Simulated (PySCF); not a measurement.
Sn(F)(Cl)2(OH) (Cl2FHOSn), SMILES [OH][Sn]([F])([Cl])[Cl]. The structure is a stationary point at B3LYP-D3(BJ)/def2-SVP. The def2 effective core potentials stand for the cores of Sn; spin–orbit coupling is left out. Other conformers were not sampled.

Computed equilibrium geometry at B3LYP-D3(BJ)/def2-SVP (PySCF confirms it by a frequency run) as Cartesian coordinates in Å, and its point group (one conformer of several):
point group Cs.
```xyz
6

O      1.4394     1.5686     0.0000
Sn     0.0014     0.2267     0.0000
F     -1.6539     1.2243     0.0000
Cl     0.0659    -1.0989     1.9123
Cl     0.0659    -1.0989    -1.9123
H      1.0591     2.4620     0.0000
```
